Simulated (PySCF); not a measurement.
**The 10-electron isoelectronic series, non-relativistic**

Calculated with PySCF 2.14 from differences of total energies of unrestricted determinants, without spin-orbit coupling. Each ion has its own even-tempered basis scaled to its charge (16s10p5d5f for the first); frozen: nothing. Ionisation energies in eV.

| ion | configuration | UHF | MP2 (all electrons) | NIST (with spin-orbit, Breit and QED) |
| --- | --- | --- | --- | --- |
| S⁶⁺ | [Ne] (1S) | 279.55 | 281.11 | 280.95 |
| Cr¹⁴⁺ | [Ne] (1S) | 1010.3 | 1011.9 | 1011.6 ± 0.5 (s) |
| Fe¹⁶⁺ | [Ne] (1S) | 1261.2 | 1262.8 | 1262.7 ± 0.7 (s) |
| Sr²⁸⁺ | [Ne] (1S) | 3338.4 | 3339.9 | 3344.7 ± 1.9 (s) |
| I⁴³⁺ | [Ne] (1S) | 7312.9 | 7314.4 | 7337 ± 4 (t) |
| Eu⁵³⁺ | [Ne] (1S) | 10813.0 | 10814.5 | 10880 ± 5 (t) |
| Er⁵⁸⁺ | [Ne] (1S) | 12818.2 | 12819.7 | 12918 ± 6 (t) |
| Tm⁵⁹⁺ | [Ne] (1S) | 13239.6 | 13241.1 | 13347 ± 7 (t) |
| Ta⁶³⁺ | [Ne] (1S) | 14993.4 | 14994.9 | 15137 ± 19 (t) |
| Pt⁶⁸⁺ | [Ne] (1S) | 17338.7 | 17340.3 | 17540 ± 50 (t) |

Each ion has its own basis, which adds noise of up to about 0.1 % along the series.

NIST values marked (s) are semi-empirical, (t) theoretical. Open shells are high-spin determinants of the terms that Hund's rules give.

All relativistic terms are absent from the calculated values; where these lie close to NIST, scalar and spin-orbit shifts of opposite sign can cancel.
